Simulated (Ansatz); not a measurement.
`CB(N)Cl` + NH₃ → `CB(N)N` + HCl at 500 K and 1 bar (ligand exchange at a B–Cl bond).

Program: Ansatz. Geometries: PBE0-D4/def2-TZVP. ΔE: electronic, gas phase. CCSD(T)/CBS adds triple-zeta CCSD(T) − MP2 to the extrapolated MP2 energy (def2 sets, frozen cores). This one scheme is used for every species. Each species was taken in one conformer, which may not be the lowest.

| species | CCSD(T)/CBS energy (Eh) | H − E (kJ/mol) | S (J/(mol·K)) |
| --- | --- | --- | --- |
| `CB(N)Cl` | -580.44617 | 219.9 | 357.6 |
| NH₃ | -56.50880 | 108.2 | 211.8 |
| `CB(N)N` | -176.57025 | 291.1 | 373.5 |
| HCl | -460.38127 | 32.5 | 201.9 |

H − E and S are ideal-gas, rigid-rotor, harmonic terms from PBE0-D4/def2-TZVP, for one conformer and one mirror image of each species. 1 Eh = 2625.50 kJ/mol, R = 8.31446 J/(mol·K).

Task: By hand: ΔE, ΔH, ΔS and ΔG.

Result: ΔE = (-176.57025) + (-460.38127) − (-580.44617) − (-56.50880) = 0.00345 Eh = 9.1 kJ/mol. Δ(H − E) = 291.1 + 32.5 − 219.9 − 108.2 = -4.5, so ΔH = 4.6 kJ/mol. ΔS = 373.5 + 201.9 − 357.6 − 211.8 = 6.0 J/(mol·K). ΔG = 4.6 − 500 × (6.0)/1000 = 1.6 kJ/mol.

Task: By hand: the equilibrium constant, and the temperature at which ΔG would vanish if ΔH and ΔS stayed fixed.

Result: log₁₀ K = −ΔG/(RT ln 10) = -0.2. ΔG = 0 at ΔH/ΔS = 767 K, though so small a ΔH makes that figure unsure.

TΔS isn't small against ΔH here. The sign of ΔG lies within the doubt. A doubt of 5 kJ/mol in ΔE shifts log₁₀ K by 0.5 here. Other conformers and mirror images would add mixing entropy, several J/(mol·K) or more a flexible species. Modes under 60 cm⁻¹, often nearly free rotors, make the harmonic entropy too high. These are equilibria of isolated gas molecules and say nothing of rates. Largest T1 diagnostic: 0.010 (customary marks: 0.02 for closed shells, 0.045 for open ones).
